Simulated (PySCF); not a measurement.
**State search for TlC**

Unrestricted PBE0; Tl def2-TZVPP with ECP60, C def2-TZVPP; scalar-relativistic core potentials (PySCF 2.14). Outer shells of the fragments: Tl 5d10 6s2 6p1; C 2s2 2p2.

Followed along the bond (rough minima from three points):

| 2Ms+1 | unpaired | ⟨S²⟩ at the start | R at minimum (Å) | Te (eV) |
| --- | --- | --- | --- | --- |
| 4 | σ ↑, π ↑↑ | 3.76 | 2.27 | 0.00 |
| 2 | σ ↓, π ↑↑ | 1.77 | 2.26 | 0.57 |
| 2 | σ ↑, π ↑↓ | 1.76 | 2.27 | 0.61 |
| 2 | π ↑ | 0.80 | 2.09 | 1.62 |

Solutions found at the starting distance of 2.140 Å, counted from the lowest of them; the search is not exhaustive and high or unbound solutions are not listed, so other states can lie among these:

| 2Ms+1 | unpaired | term | E (eV) | ⟨S²⟩ | ⟨Lz²⟩ | μ (D) |
| --- | --- | --- | --- | --- | --- | --- |
| 4 | σ ↑, π ↑↑ | ⁴Σ⁻ | 0.00 | 3.76 | 0.00 | -2.76 |
| 2 | σ ↓, π ↑↑ | mixed | 0.56 | 1.77 | 0.00 | -2.93 |
| 2 | σ ↑, π ↑↓ | mixed | 0.60 | 1.76 | 2.01 | -2.78 |
| 2 | π ↑ | ²Π | 1.56 | 0.80 | 1.02 | -3.75 |
| 2 | σ ↑ | mixed | 1.68 | 0.76 | 2.00 | -2.45 |
| 2 | π ↑ | ²Π | 1.80 | 0.75 | 1.00 | -1.45 |
| 4 | π ↑↑↑ | ⁴Π | 3.12 | 3.76 | 1.00 | -0.70 |
| 4 | σ ↑, π ↑↑ | mixed | 3.76 | 3.76 | 2.01 | 1.22 |

A term symbol is given only where ⟨S²⟩ and ⟨Lz²⟩ are close to those of a pure state; real π, δ and φ orbitals otherwise mix terms. A positive dipole means Tl(−)C(+).

Spin–orbit coupling is left out, which matters for elements this heavy, above all for dissociation energies.
